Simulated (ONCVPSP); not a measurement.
## F (Z = 9), ONCV: configuration errors across variants

| Property | Result |
| --- | --- |
| Element | F (Z = 9) |
| Generator | ONCVPSP 4.0.1 |
| Type | optimised norm-conserving Vanderbilt (ONCV) |
| Functional | PBE |
| Relativity | scalar-relativistic |
| Frozen core | [He] |
| Valence charge | 7 |
| Reference configuration | 2s2 2p5 |
| Partial waves | 2s: rc 0.70 bohr, ncon 4, nbas 8, qcut 10.1 1/bohr, local; 2p: rc 1.80 bohr, ncon 3, nbas 6, qcut 6.5 1/bohr, 1 projector; d scattering state at 0.31 Ha: rc 1.65 bohr, ncon 5, nbas 8, qcut 6.7 1/bohr, 2 projectors, debl 1.1 Ha |
| Local potential | the s channel |
| Core correction | polynomial model core, fcfact 0.2 |

All-electron excitation energies from the reference (eV): (1) 2s2 2p4 19.390; (2) 2s2 2p3 57.775; (3) 2s2 2p2 118.412; (4) 2s2 2p1 204.213.

1 further variants failed, have other tests or another functional or relativity, and are left out.

Errors AE − PS in meV (a dash: test not solved or not reliable):

| change | (1) | (2) | (3) | (4) | bound ghosts | GHOST(+) flags above zero |
| --- | --- | --- | --- | --- | --- | --- |
| base | +122 | +982 | +3619 | +9388 | none | none |
| core correction Teter function, fcfact 5.25, rcfact 1.8 | +124 | +993 | +3646 | +9470 | none | none |
| s: qcut 13.4 | +122 | +980 | +3619 | +9388 | none | none |
| d: rc 1.34 | +122 | +982 | +3619 | +9388 | none | none |
| d: ncon 4, nbas 7 | +122 | +982 | +3619 | +9388 | none | none |
| all radii but the core radius scaled by about 1.15 (s 0.80, p 2.06, d 1.90 bohr) | +188 | +1396 | +4898 | +12218 | none | none |

**Question.** Give the same row for: s: nproj 1; local potential polynomial inside 0.55 bohr (lpopt 5, dvloc0 0 Ha).

**Answer.** +127, +1012, +3701, +9524; bound ghosts: none; GHOST(+) flags above zero: d.
